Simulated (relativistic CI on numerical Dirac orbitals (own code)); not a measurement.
**Sc²⁺ in a cubic cluster: 2p photoemission with charge transfer**

Computed with a charge-transfer multiplet model of a cubic metal-ligand cluster with up to 2 ligand holes, Slater and spin-orbit integrals from Dirac-Coulomb-Breit ions, Slater integrals scaled by 0.8. The ground state mixes d1 with configurations of k ligand holes L, whose averages lie at kΔ + k(k − 1)U_dd/2; a core hole lowers each added d electron by U_cd. 20 K, Lorentzian 0.6 eV and Gaussian 0.8 eV FWHM.

Atomic integrals in eV (Slater integrals scaled, ζ unscaled), ground: F2dd 4.710, F4dd 2.885, zeta_d 0.008; with the core hole: F2dd 4.710, F4dd 2.885, zeta_d 0.020, zeta_core 3.005, F2cd 4.113, G1cd 2.955, G3cd 1.675. Where a configuration has fewer than two d electrons, the dd integrals are those of d2.

Cluster parameters (eV): Δ = 5.7, U_dd = 5.5, U_cd = 6.1, 10Dq(ligand) = 1.1, V(eg) = 3.1, V(t2g) = -1.58, final-state hopping factor = 1.

| Case | n_d | d1 | d2L | d3L2 | S |
| --- | --- | --- | --- | --- | --- |
| 10Dq = 0.5 eV | 1.55 | 0.52 | 0.41 | 0.07 | 0.50 |
| 10Dq = 1.4 eV | 1.53 | 0.53 | 0.40 | 0.06 | 0.50 |
| 10Dq = 1.7 eV | 1.53 | 0.54 | 0.40 | 0.06 | 0.50 |

Weights, n_d and S are thermal averages at 20 K. Binding energies count from the first peak over 30 % of the highest in each spectrum, which can be another peak from case to case. The parameters are a model scan and need not match a compound or its usual spin state. Peaks in eV (height, largest 100):
- 10Dq = 0.5 eV: 0.0 (100), 4.5 (44), 12.4 (10), 17.1 (6)
- 10Dq = 1.4 eV: 0.0 (100), 4.5 (42), 12.4 (10), 17.1 (5)
- 10Dq = 1.7 eV: 0.0 (100), 4.6 (41), 12.5 (10), 17.1 (5)

Curve for 10Dq = 1.7 eV (points under 2 left out, the grid thinned):

(E (eV), Intensity): (-3.2, 2.1), (-2.8, 2.7), (-2.4, 3.8), (-1.9, 6.4), (-1.5, 11.7), (-1.1, 25.8), (-0.6, 63.4), (-0.2, 93.7), (0.2, 97.2), (0.6, 69.2), (1.0, 38.2), (1.5, 17.1), (1.9, 10.2), (2.3, 8.2), (2.8, 9.0), (3.2, 12.1), (3.6, 18.5), (4.0, 29.6), (4.4, 40.1), (4.9, 37.4), (5.3, 29.6), (5.7, 22.2), (6.2, 13.1), (6.6, 8.6), (7.0, 6.6), (7.4, 5.7), (7.8, 5.0), (8.3, 3.7), (8.7, 2.7), (9.1, 2.2), (10.3, 2.0), (10.7, 2.3), (11.1, 3.1), (11.5, 5.0), (11.9, 7.7), (12.4, 9.9), (12.8, 9.2), (13.2, 6.6), (13.7, 3.5), (14.1, 2.1), (16.6, 3.5), (17.0, 5.0), (17.4, 4.8), (17.9, 3.4), (18.3, 2.1)

For the case 10Dq = 1.4 eV, Δ = 5.7 eV is larger than U_dd = 5.5 eV, the Mott-Hubbard side of the Zaanen-Sawatzky-Allen scheme. With the core hole the average of the configuration with one ligand hole lies at Δ − U_cd = -0.4 eV before mixing: the effective hopping of about 6.8 eV (from the holes of the mixed ground state) is comparable with this gap or larger, so the configurations mix strongly.
